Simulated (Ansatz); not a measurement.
A single point on C2H6AlBFN.

```yaml
crystal:
  periodic: [false, false, false]
  atoms:
    - {symbol: N, position_ang: [-0.598306, -0.951899, 1.080388]}
    - {symbol: C, position_ang: [0.492996, 0.115191, 0.994514]}
    - {symbol: B, position_ang: [1.072797, -0.196172, -0.468981]}
    - {symbol: C, position_ang: [0.450447, 0.726443, -1.459989]}
    - {symbol: F, position_ang: [0.429513, 0.541699, -2.812018]}
    - {symbol: Al, position_ang: [-1.045681, 0.649157, -0.013605]}
    - {symbol: H, position_ang: [-0.313823, -1.887782, 0.802962]}
    - {symbol: H, position_ang: [-1.037385, -0.994619, 1.992559]}
    - {symbol: H, position_ang: [1.119924, 0.189216, 1.875137]}
    - {symbol: H, position_ang: [1.571450, -1.254566, -0.759336]}
    - {symbol: H, position_ang: [0.458908, 1.807767, -1.226565]}
    - {symbol: H, position_ang: [-2.523740, 1.200468, 0.028933]}
basis:
  gaussian: {orbitals: def2-TZVPP}
hamiltonian: {xc: pbe}
correlation: {method: rpa}
```

```sh
$ ansatz run in.yaml --threads 4 --pin off --events-out ev --progress --plain --max-ram 10444MiB
```

Output, abridged:

```
Functional definition: PBE
1691 factors; integrals over basis functions are off by at most 1.1e-3 eV
mean field evaluation 1: about -13624.3838 eV, gradient 8.5e1 eV
mean field evaluation 2: about -13624.3726 eV, gradient 8.5e1 eV
mean field evaluation 4: about -13639.0221 eV, gradient 2.8e1 eV
mean field evaluation 8: about -13641.6259 eV, gradient 6.4e-1 eV
mean field evaluation 16: about -13641.6264 eV, gradient 2.0e-3 eV
mean field -13641.62635622 eV, -501.3205219647 hartree, gradient 3.8e-6 eV, S^2 0.000000; 0 other end points of the search recorded, 0 dependent functions left out
10 core orbitals not correlated: weight in the atoms' cores, before any rotation towards them, 1.000 or more for the frozen orbitals, at most 0.000 for the correlated occupied ones
reference -13597.54477320 eV, -499.7005536683 hartree; 16, 16 occupied and 255, 255 virtual orbitals, 1691 factors
Total energy: -13640.73367280 eV, -501.2877164540 hartree
```

Run time 4.1 s (4 threads of a server CPU on a shared host); peak host memory 0.82 GiB.
